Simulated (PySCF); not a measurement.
SMILES O=C([SiH2]O)OC (C2H6O3Si), GFN2-xTB optimised geometry.

```
12

C      0.29    -2.19     0.00
O     -0.42    -0.95     0.00
C      0.30     0.16     0.00
O      1.52     0.16     0.00
Si    -0.72     1.78     0.00
O      0.37     2.98     0.00
H      0.89    -2.28    -0.91
H      0.95    -2.24     0.87
H     -0.46    -2.98     0.04
H     -1.52     1.84    -1.22
H     -1.51     1.85     1.22
H      1.31     2.76    -0.01
```

Density from PBE/def2-TZVP (PySCF 2.14.0) at that geometry.

Minimum of the electron density along straight lines between bonded atoms, close to the bond critical point (lines longer than 1.1 times the sum of covalent radii, or with two minima, are not listed):

```tsv
bond	length / Å	ρ at the minimum / e bohr⁻³	∇²ρ there / e bohr⁻⁵	position (fraction from the first atom)
C1–O2	1.426	0.248	-0.48	0.36
O2–C3	1.332	0.312	-0.58	0.65
C3–O4	1.213	0.418	-0.20	0.34
C3–Si5	1.917	0.114	0.15	0.61
Si5–O6	1.619	0.147	0.90	0.42
C1–H7	1.092	0.282	-0.98	0.65
C1–H8	1.092	0.283	-0.98	0.65
C1–H9	1.087	0.286	-1.00	0.65
Si5–H10	1.458	0.128	0.16	0.50
Si5–H11	1.458	0.128	0.16	0.50
O6–H12	0.958	0.356	-2.44	0.81
```
